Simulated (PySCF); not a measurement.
C2H3O3, SMILES [O]C(OC)=O (connectivity only; charge and spin as stated), charge -1, multiplicity 1. Atoms are numbered in the order given.

```xyz
8

C     -0.0339    -1.7584     0.0000
O     -0.7432    -0.5474     0.0000
C      0.0618     0.6591     0.0000
O     -0.6267     1.6862     0.0000
O      1.2928     0.4719     0.0000
H      0.6152    -1.8599    -0.8878
H      0.6152    -1.8599     0.8878
H     -0.7808    -2.5698     0.0000
```
Charge -1, spin multiplicity 1.

Coordinates come from a B3LYP-D3(BJ)/def2-SVPD optimisation. The multiplicity is an assumed one; other spin states were not compared. The isomer is the one that the SMILES or the coordinates give; other isomers of the formula were not compared.

Calculation: PBE/def2-SVPD (PySCF).

Mulliken values depend strongly on the basis, most of all with diffuse functions as here. Atomic charges (e):

```json
[
 {"atom": "C1", "Mulliken": "0.68", "IAO": "[?]"},
 {"atom": "O2", "Mulliken": "-0.72", "IAO": "-0.43"},
 {"atom": "C3", "Mulliken": "0.82", "IAO": "[?]"},
 {"atom": "O4", "Mulliken": "-0.72", "IAO": "-0.63"},
 {"atom": "O5", "Mulliken": "-0.72", "IAO": "-0.65"},
 {"atom": "H6", "Mulliken": "-0.01", "IAO": "[?]"},
 {"atom": "H7", "Mulliken": "-0.01", "IAO": "[?]"},
 {"atom": "H8", "Mulliken": "-0.31", "IAO": "[?]"}
]
```

Problem. Fill in the missing entries. (Estimate from the structure and the level; the computed values follow.)

Solution. 
- C1, IAO: -0.20
- C3, IAO: 0.58
- H6, IAO: 0.11
- H7, IAO: 0.11
- H8, IAO: 0.11
